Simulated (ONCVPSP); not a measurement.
lead, ONCV: configuration errors across variants

- Element: Pb
- Generator: ONCVPSP 4.0.1
- Type: optimised norm-conserving Vanderbilt (ONCV)
- Functional: PBE
- Relativity: scalar-relativistic
- Frozen core: [Xe] 4f14 5d10
- Valence charge: 4
- Reference configuration: 6s1.5 6p2.5
- Partial waves: 6s: rc 2.00 bohr, ncon 4, nbas 7, qcut 3.1 1/bohr, 2 projectors, debl 2.5 Ha; 6p: rc 2.20 bohr, ncon 4, nbas 8, qcut 3 1/bohr, 2 projectors, debl 0.4 Ha
- Local potential: polynomial inside 1.35 bohr (lpopt 5, dvloc0 -1 Ha)
- Core correction: Teter function, fcfact 3.75, rcfact 1.3

All-electron excitation energies from the reference (eV): (1) 6s2 6p2 -4.320; (2) 6s2 6p1 2.255; (3) 6s2 6p0 15.700; (4) 6s2 6p1.5 -1.828.

5 further variants failed, have other tests or another functional or relativity, and are left out.

A true bound ghost makes a file unfit for plane-wave use even where its test errors are small: the radial tests pick states by their node count and pass the ghost by.

Errors AE − PS in meV (a dash: test not solved or not reliable):

| change | (1) | (2) | (3) | (4) | bound ghosts | GHOST(+) flags above zero |
| --- | --- | --- | --- | --- | --- | --- |
| base | -3.0 | +2.9 | -31 | +2.2 | s, p | none |
| core correction Teter function, fcfact 7.9, rcfact 1.3 | -6.9 | -27 | -171 | -8.0 | s, p | none |
| core correction none | +6.8 | +32 | +122 | +16 | s, p | none |
| s: rc 2.74 | -10 | -5.9 | -37 | -6.1 | s, p | none |
| local potential polynomial inside 1.60 bohr (lpopt 5, dvloc0 -1 Ha) | -2.9 | +3.0 | -32 | +2.4 | s | p |

Q: Give the same row for: p: ncon 3, nbas 7.

A: -2.5, +4.4, -28, +3.2; bound ghosts: s, p; GHOST(+) flags above zero: none.
